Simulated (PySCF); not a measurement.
# Structure from NMR data

Molecular formula: C$_{4}$H$_{6}$F$_{2}$O. Simulated spectra:

¹H NMR (400 MHz, computed): δ 1.71 (m, 6H).

¹³C{¹H} NMR (computed): δ 170.8, 93.8, 27.0.

One conformer, one averaged value for each set of equivalent atoms, no solvent model, non-relativistic. GFN2-xTB structure; σ from GIAO-PBE0/pcSseg-1; PySCF 2.14.0 with density-fitted response routines.

δ = σ(ref) − σ, references computed at the same level: ¹H, ¹³C against TMS.

Q: What is the structure?

A: 
1. Rings plus π bonds: 1 (no ring in the answer).
2. 3 carbon signals for 4 carbons: some carbons are equivalent by symmetry or fast rotation.
3. Carbon types of the structure: 2 × C, 2 × CH3, which accounts for all hydrogens.
4. δC 170.8: carbonyl carbon.
5. δC 93.8: fully substituted sp3 carbon bonded to F, α to a carbonyl; pulled downfield by the heteroatom.
6. δC 27.0: methyl carbon; saturated and bonded to C and H only.
7. δH 1.71: hydrogen on a methyl carbon.

These data were computed for `CC(C)(F)C(=O)F`.

The shifts were computed for this structure.

Splittings by ¹⁹F in the carbon and heteronuclear signals aren't shown, as no couplings were computed. Shifts are as computed. Against solution values, carbons near 30 ppm lie about +3 ppm off and those near 130 ppm about +5 ppm. Of 1211 compounds with measured shifts, 218 miss one by over three times the rms of a fit or turn the order of signals round; such compounds aren't used in these exercises.
